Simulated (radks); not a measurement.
Results of a calculation; reference values are marked as such.
Question: Neutral krypton, [Kr]. Code: a radial shooting solver on a logarithmic mesh with Libxc functionals. Model: non-relativistic Kohn-Sham, exchange-only B88, spin-polarised, spherical densities, point nucleus. Every spin shell is full or empty, so the densities are truly spherical. Functionals are evaluated on that one density, not self-consistently. Rank these exchange functionals by their error against the exact value of the orbitals, and give that value: LDA, B88, PBEsol, revPBE, PW91, PW86, SOGGA, B86b, G96, TPSS, SCAN, Tao-Mo, TASK, MVS.

Answer: Exact: -93.7211 hartree. From best to worst, with 100 (|E| - |E exact|)/|E exact| (equal figures are ties): PW91 +0.04, PW86 +0.05, MVS +0.06, B86b +0.08, B88 +0.08, TPSS -0.09, revPBE -0.21, SCAN +0.27, G96 +0.34, Tao-Mo -0.65, TASK -2.41, PBEsol -2.50, SOGGA -2.52, LDA -5.51.
